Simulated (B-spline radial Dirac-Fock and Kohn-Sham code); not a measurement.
**K-line shifts caused by a second vacancy in Yb⁵⁰⁺**

System: ytterbium as Yb⁵⁰⁺, 1s2 2s2 2p6 3s2 3p6 3d2.

These are calculated numbers from an atomic code on a B-spline grid; the model is Dirac-Fock ΔSCF + Breit + QED. Each two-hole energy is an average over J within one jj subconfiguration, not an observable level; in light atoms, where LS coupling holds, the j-resolved values are not observed lines, and for a K spectator the Kα1 hypersatellite is nearly forbidden. Correlation energy is missing from these numbers.

Lines without a spectator: Kα2 (K-L2) 51424.6 eV, Kα1 (K-L3) 52476.0 eV, Kβ3 (K-M2) 59653.7 eV, Kβ1 (K-M3) 59914.3 eV. Shifts in eV with one spectator hole (a dash: not computed, or left out as unreliable):

```csv
spectator hole,Kα2,Kα1,Kβ3,Kβ1
K (1s),+906.7,+968.1,+1182.1,+1198.1
L2 (2p1/2),+117.7,+156.0,–,+309.5
L3 (2p3/2),+94.7,+102.3,+243.6,–
M2 (3p1/2),–,+29.60,+62.9,+72.9
M3 (3p3/2),+18.17,–,+56.9,+57.9
```
